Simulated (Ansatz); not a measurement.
Relaxation of GeH₃O (5 atoms, charge -1, multiplicity 1), to a largest force component of 0.02 eV/Å in at most 50 steps.

Theory: RKS B3LYP/def2-SVP in Ansatz 0.2.0.

```xyz
5
Properties=species:S:1:pos:R:3
O -1.498 0.428 0.729
Ge -0.091 0.026 0.044
H -0.062 -0.075 -1.518
H 0.526 -1.357 0.441
H 1.125 0.978 0.302
```

Question: Where does it end, and by what steps?

Answer: It converged. Limits of this set-up: an anion without diffuse functions, the dipole of an ion depends on the origin. After 3 steps the energy has fallen by 0.162 eV; O1 moved furthest, 0.07 Å.

| step | energy less start (eV) | largest force component (eV/Å) | accepted |
| --- | --- | --- | --- |
| 0 | 0.0000 | 3.091 | yes |
| 1 | -0.1409 | 1.129 | yes |
| 2 | -0.1610 | 0.192 | yes |
| 3 | -0.1616 | 0.006 | yes |

```xyz
5
Properties=species:S:1:pos:R:3
O -1.559 0.445 0.759
Ge -0.087 0.025 0.042
H -0.059 -0.078 -1.560
H 0.545 -1.394 0.451
H 1.159 1.002 0.308
```

The run took 7.2 s on 1 thread of Arm Neoverse V1, on a shared host, peak memory 0.11 GiB.
